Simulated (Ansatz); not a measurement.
`[SH][Al]1[O]C[S]1`, charge 0, multiplicity 1.

Question: Give a relaxed structure at PBE0-D4/def2-TZVP (Ansatz 0.2.0). (Best estimate.)

Answer: Computed: 
Z-matrix (Å, degrees):
```
C
S 1 1.879
Al 1 2.326 2 60.4
O 1 1.408 2 107.7 3 0.0
H 1 1.092 2 107.9 3 120.3
H 1 1.092 2 107.9 3 -120.3
S 3 2.162 1 167.7 2 -180.0
H 7 1.346 3 91.0 1 180.0
```
Point group Cs.
